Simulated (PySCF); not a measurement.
Geometry (Å), atoms numbered from 1 in this order:
```xyz
26

Si    3.337   -0.373    0.354
O     1.712   -0.467    0.695
C     0.644    0.193    0.034
C     0.786    1.722    0.044
C    -0.648    2.227    0.157
C    -1.265    1.267    1.175
C    -0.682   -0.103    0.807
C    -1.537   -0.955   -0.145
C    -0.533   -1.572   -1.114
C     0.419   -0.410   -1.362
H     3.838    1.037    0.411
H     4.018   -1.190    1.395
H     3.669   -0.919   -1.000
H     1.333    2.110   -0.830
H     1.349    2.010    0.947
H    -0.714    3.284    0.455
H    -1.163    2.137   -0.816
H    -0.942    1.557    2.188
H    -2.366    1.275    1.174
H    -0.416   -0.688    1.699
H    -2.150   -1.697    0.389
H    -2.234   -0.307   -0.705
H     0.011   -2.396   -0.624
H    -0.992   -1.972   -2.031
H     1.366   -0.689   -1.849
H    -0.071    0.337   -2.008
```

Geometry: PBE0-D3(BJ)/def2-SVP; GIAO absolute shieldings from PySCF 2.14.0 with density-fitted response routines, gas phase, non-relativistic, averaged over equivalent atoms.

At wB97X-D/pcSseg-1 (257 basis functions, 3.8 min wall time on 1 thread of an AMD EPYC, shared host):
| atoms | σ (ppm) |
| --- | --- |
| Si1 | 398.5 |
| O2 | 270.7 |
| C3 | 91.1 |
| C7 | 129.6 |
| C4/C10 | 143.9 |
| C6/C8 | 149.6 |
| C5/C9 | 157.0 |
| H11/H12/H13 | 26.69 |
| H20 | 29.26 |
| H18/H21 | 29.52 |
| H15/H25 | 29.57 |
| H16/H23 | 29.79 |
| H17/H24 | 29.99 |
| H14/H26 | 30.10 |
| H19/H22 | 30.39 |

Q: Predict the values at PBE0/pcSseg-1 on the same geometry.

A: 
| atoms | σ at PBE0/pcSseg-1 | change |
| --- | --- | --- |
| Si1 | 398.5 | +0.0 |
| O2 | 267.0 | -3.7 |
| C3 | 90.3 | -0.8 |
| C7 | 129.3 | -0.3 |
| C4/C10 | 143.8 | -0.1 |
| C6/C8 | 149.0 | -0.6 |
| C5/C9 | 156.6 | -0.4 |
| H11/H12/H13 | 26.49 | -0.20 |
| H20 | 29.11 | -0.15 |
| H18/H21 | 29.36 | -0.16 |
| H15/H25 | 29.40 | -0.17 |
| H16/H23 | 29.65 | -0.14 |
| H17/H24 | 29.83 | -0.16 |
| H14/H26 | 29.96 | -0.14 |
| H19/H22 | 30.25 | -0.14 |

The largest change is at O2 (oxygen bonded to C, Si). Cost: 257 basis functions, 3 min wall time on 1 thread of an AMD EPYC, shared host. The order of the carbon signals is the same at both levels.
